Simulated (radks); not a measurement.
Results of a calculation; reference values are marked as such.
Pd3+, 43 electrons, occupied as [Kr] 4d7 (the NIST ground configuration). Level of theory: scalar-relativistic Kohn-Sham, r2SCAN, spin-unpolarised, spherical densities, finite nucleus; meta-GGA in the generalised Kohn-Sham scheme; Fermi nuclear charge, rms radius 4.5318 fm (a radial shooting solver on a logarithmic mesh with Libxc functionals).

Local quantities along the radius. ELF = 1/(1 + alpha^2) is the electron localisation function; alpha = (tau - tau_W)/tau_unif compares the Pauli kinetic energy density with that of the uniform gas. tau is taken from the large components.

| r (bohr) | ELF | alpha |
|---|---|---|
| 0.001681 | 0.999 | 0.02258 |
| 0.002225 | 0.999 | 0.02340 |
| 0.002967 | 0.999 | 0.02510 |
| 0.003957 | 0.999 | 0.02806 |
| 0.005278 | 0.999 | 0.03301 |
| 0.00704 | 0.998 | 0.04139 |
| 0.009315 | 0.997 | 0.05572 |
| 0.01242 | 0.993 | 0.08369 |
| 0.01657 | 0.980 | 0.1427 |
| 0.0221 | 0.927 | 0.2808 |
| 0.02924 | 0.734 | 0.6020 |
| 0.039 | 0.405 | 1.212 |
| 0.05202 | 0.322 | 1.451 |
| 0.06938 | 0.544 | 0.9163 |
| 0.09254 | 0.750 | 0.5772 |
| 0.1224 | 0.700 | 0.6543 |
| 0.1633 | 0.370 | 1.304 |
| 0.2178 | 0.371 | 1.301 |
| 0.2905 | 0.707 | 0.6441 |
| 0.3844 | 0.757 | 0.5673 |
| 0.5127 | 0.358 | 1.340 |
| 0.6838 | 0.247 | 1.748 |
| 0.912 | 0.727 | 0.6132 |
| 1.216 | 0.716 | 0.6302 |
| 1.609 | 0.441 | 1.127 |
| 2.147 | 0.127 | 2.627 |
| 2.863 | 0.017 | 7.613 |
| 3.818 | 0.001 | 34.47 |
| 5.052 | 0.000 | 298.4 |

On this mesh the ELF has minima near r = 0.045, 0.19, 0.59 bohr, which separate the shells, and maxima near 0.11 (0.76), 0.34 (0.77), 1.1 (0.76).
